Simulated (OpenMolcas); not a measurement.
**Pm2+: effect of the IPEA shift**

```
Program             : OpenMolcas
Basis               : ANO-RCC-VTZP [8s7p5d3f2g1h]
Scalar Hamiltonian  : DKH2, point nucleus
Active space        : 5 electrons in 7 orbitals (4f)
State averaging     : 2S+1 = 6 odd, 21 roots; 2S+1 = 4 odd, 224 roots (128 in the spin-orbit step); 2S+1 = 2 odd, 249 roots kept (CI in the orbitals of an earlier block, 143 in the spin-orbit step)
Spin-orbit coupling : RASSI with atomic mean-field integrals over the reference wave functions, term energies averaged over their components
```

Methods on the same reference wave functions:
A. CASSCF
B. MS-CASPT2, IPEA 0 Eh, imaginary shift 0.1 Eh (closed shells correlated: 5s 5p)
C. MS-CASPT2, IPEA 0.25 Eh, imaginary shift 0.1 Eh (closed shells correlated: 5s 5p)

Energies in cm-1 above 4f5 6H* 5/2.

```tsv
Level	A	B	C
4f5 6H* 5/2	0.0	0.0	0.0
4f5 6H* 7/2	836	888	891
4f5 6H* 9/2	1840	1930	1935
4f5 6H* 11/2	2971	3070	3080
4f5 6H* 13/2	4198	4280	4290
4f5 6H* 15/2	5496	5530	5540
4f5 6F* 1/2	7080	5670	5920
4f5 6F* 3/2	7313	5870	6110
4f5 6F* 5/2	7760	6280	6520
4f5 6F* 7/2	8479	7020	7270
4f5 6F* 9/2	9460	8040	8300
4f5 6F* 11/2	10650	9260	9530
4f5 4F* 3/2(1)	19734	15090	15030
4f5 4M* 15/2 [50 %]	21072	18790	19350
4f5 4G* 7/2(1) [57 %]	21108	16470	16350
4f5 4I* 9/2(1)	21339	17490	17730
4f5 4I* 11/2(1)	21835	18060	18340
4f5 4M* 17/2	22368	20230	20900
4f5 4I* 13/2(1) [70 %]	22450	18730	19050
4f5 4F* 5/2(1) [51 %]	22893	18240	18140
4f5 4G* 9/2(1) [71 %]	23399	18700	18580
4f5 4M* 19/2	23590	21510	22180
4f5 4M* 21/2	24683	22680	23350
4f5 4F* 7/2(1) [57 %]	25123	20460	20370
```

Between B and C the level of the table that moves most is 4f5 4M* 19/2, by 670 cm-1 (lowest in B, highest in C). Moves below CASPT2's spread within the term are not significant.

From A to B the spin-free energies of the other terms of 4f5 shown, above 6H*, scale by factors of 0.75 to 0.89, as is usual when dynamic correlation screens the repulsion within a d or f shell.

The lowest spin-free term lies below A's lowest term by 0.448 hartree in B, 0.434 hartree in C.

CASPT2 breaks the degeneracy within a term, and the mean is taken; among the terms shown or strongly mixed into the levels shown the widest spread is 680 cm-1 (4f5 6H*, B). Over all roots computed the reference weight is 0.82 to 0.87 in B; the roots of lowest weight are the least certain, and an intruder state may touch them. High states are left out of the spin-orbit mixing, which shifts the levels that they would mix with. The CASPT2 spread within a term exceeds the gap to the next term for 4f5 4I*(1) and 4f5 4G*(1), so the order of their levels is uncertain, and so are names and mixing where such terms share a J (figures for B; the like holds for C). Without dynamic correlation excited terms often stand tens of per cent too high (terms of higher spin than the ground term too low), and those without a measured partner can miss by more than the paired ones (holds for A). Blocks of more than 70 roots (2S+1 = 4 odd, 2 odd) ran without multistate coupling (holds for B; C). Levels of configurations outside the active space are missing. The table leaves out levels that lie high or whose names do not pair safely across all columns.

A share in square brackets marks a mixed level and gives the weight of the term that names it, the lowest over the columns. A number in round brackets counts repeated terms of one configuration in the order of the reference energies. * marks odd parity.
